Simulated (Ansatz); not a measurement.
`[NH2][SbH][SiH3]` + H₂ → `[NH2][SbH2]` + SiH₄ at 298.15 K and 1 bar (hydrogenolysis of the Sb–Si bond).

Computed with Ansatz on PBE0-D4/def2-TZVP structures; ΔE is electronic, products minus reactants. CCSD(T)/CBS adds triple-zeta CCSD(T) − MP2 to the extrapolated MP2 energy (def2 sets, frozen cores). This one scheme is used for every species. Elements past krypton have def2 core potentials. For Sb outer-core shells are correlated without core-valence functions, which leaves a few kJ/mol of doubt a bond. One conformer a species, not always the lowest.

| species | CCSD(T)/CBS energy (Eh) | H − E (kJ/mol) | S (J/(mol·K)) |
| --- | --- | --- | --- |
| `[NH2][SbH][SiH3]` | -587.39549 | 169.6 | 343.5 |
| H₂ | -1.17544 | 35.1 | 130.4 |
| `[NH2][SbH2]` | -297.10356 | 115.6 | 278.3 |
| SiH₄ | -291.46306 | 92.1 | 204.8 |

H − E and S are ideal-gas, rigid-rotor, harmonic terms from PBE0-D4/def2-TZVP, for one conformer and one mirror image of each species. The MP2-based limit puts H₂ 0.8 mEh under its directly extrapolated value; such offsets cancel only in part. 1 Eh = 2625.50 kJ/mol, R = 8.31446 J/(mol·K).

Task: By hand: ΔE, ΔH, ΔS and ΔG.

Result: ΔE = (-297.10356) + (-291.46306) − (-587.39549) − (-1.17544) = 0.00431 Eh = 11.3 kJ/mol. Δ(H − E) = 115.6 + 92.1 − 169.6 − 35.1 = 3.0, so ΔH = 14.3 kJ/mol. ΔS = 278.3 + 204.8 − 343.5 − 130.4 = 9.2 J/(mol·K). ΔG = 14.3 − 298.15 × (9.2)/1000 = 11.6 kJ/mol.

Task: By hand: the equilibrium constant, and the temperature at which ΔG would vanish if ΔH and ΔS stayed fixed.

Result: log₁₀ K = −ΔG/(RT ln 10) = -2.0. ΔG = 0 at ΔH/ΔS = 1554 K, though so small a ΔS makes that figure unsure.

The number of gas molecules stays the same, so ΔS is small and ΔH decides. A doubt of 5 kJ/mol in ΔE shifts log₁₀ K by 0.9 here. Other conformers and mirror images would add mixing entropy, several J/(mol·K) or more a flexible species. These are equilibria of isolated gas molecules and say nothing of rates. Largest T1 diagnostic: 0.014 (customary marks: 0.02 for closed shells, 0.045 for open ones).
